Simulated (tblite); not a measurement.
Start geometry of `CC[N][SiH2]C` [radical] from a force field or distance geometry (Å):
```
atom  x, y, z in Å
C1     2.365   -0.466    0.250
C2     1.402    0.657   -0.142
N3     0.228    0.176   -0.798
Si4   -1.059   -0.353    0.296
C5    -2.731    0.229   -0.307
H6     3.346    0.025    0.376
H7     2.063   -0.897    1.211
H8     2.482   -1.216   -0.548
H9     1.214    1.284    0.743
H10    1.951    1.268   -0.886
H11   -0.863    0.109    1.672
H12   -1.112   -1.839    0.272
H13   -3.482    0.094    0.514
H14   -3.079   -0.386   -1.167
H15   -2.729    1.324   -0.531
```

What comes out of this run: GFN2-xTB geometry optimisation, gas phase (tblite)?

```
atom  x, y, z in Å
C1     2.069    0.067    0.727
C2     1.467    0.423   -0.630
N3     0.178   -0.021   -0.898
Si4   -1.009   -0.855   -0.064
C5    -2.463    0.384    0.118
H6     3.079    0.459    0.810
H7     1.460    0.483    1.525
H8     2.096   -1.014    0.845
H9     1.477    1.519   -0.766
H10    2.116    0.039   -1.436
H11   -0.776   -1.439    1.268
H12   -1.449   -1.896   -1.002
H13   -3.339   -0.145    0.474
H14   -2.690    0.835   -0.840
H15   -2.220    1.170    0.823
```

The energy falls by 11.1 kcal/mol over 173 L-BFGS steps, the largest force on an atom goes from 2.31 to 0.008 eV/Å, and the atoms move by 1.127 Å rms after alignment. The bond that changes most is N3–Si4 (ends: nitrogen bonded to C and Si; silicon bonded to C, N and 2 H), which shortens by 0.096 Å. Bonds longer at the end by more than 0.005 Å: 2 of 14; shorter: 9. Among the angles that change most is C2–N3–Si4, from 114.5° to 136.1°. Among the dihedrals that turn most is C1–C2–N3–Si4, from 84° to 3°. Rotational constants go from 11364, 1797, 1683 to 7939, 1963, 1920 MHz. The orientation of the end geometry is arbitrary; only internal coordinates are fixed.

The run took 0.7 s of wall time on one thread of an Intel Xeon 6975P-C, shared host with 192 logical CPUs at a one-minute load of 68.

Its GFN2-xTB frequencies are all real (lowest 40 cm⁻¹).

One conformer stands for the species.

All values are computed, not measured.
